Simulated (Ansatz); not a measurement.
CH3ClOSi, SMILES `CO[Si]Cl`. Total charge 0; spin multiplicity 1. Geometry: relaxed with PBE0-D4/def2-TZVP. It is one conformer, not always the lowest.

```xyz
7

C    -0.448   -0.646    0.338
O    -0.082    0.672    0.688
Si    0.773    1.882    0.022
Cl    1.403    1.061   -1.823
H    -0.060   -0.917   -0.646
H    -0.051   -1.332    1.088
H    -1.537   -0.719    0.334
```

Task: What is the dipole moment at r2SCAN/def2-TZVPP? (Estimate.)

Result: Computed: 1.87 D, with components (-0.99, -1.39, 0.77) D in this frame, pointing from negative to positive charge.

Task: And with PBE, B3LYP, ωB97M-V? (Estimate.)

Result: Ansatz gave: PBE 1.79 D, B3LYP 1.73 D, ωB97M-V 1.70 D.

Task: Give the Mulliken charges with r2SCAN, B3LYP, PBE in def2-TZVPP. (Best estimate.)

Result: The calculation gave: 
```
atom  r2SCAN  B3LYP    PBE
  C1    0.00  -0.11  -0.13
  O2   -0.32  -0.29  -0.23
 Si3    0.40   0.37   0.30
 Cl4   -0.29  -0.29  -0.26
  H5    0.07   0.10   0.09
  H6    0.07   0.11   0.11
  H7    0.07   0.11   0.11
```

B3LYP here is the variant with VWN-RPA as its local correlation; programs differ in this.
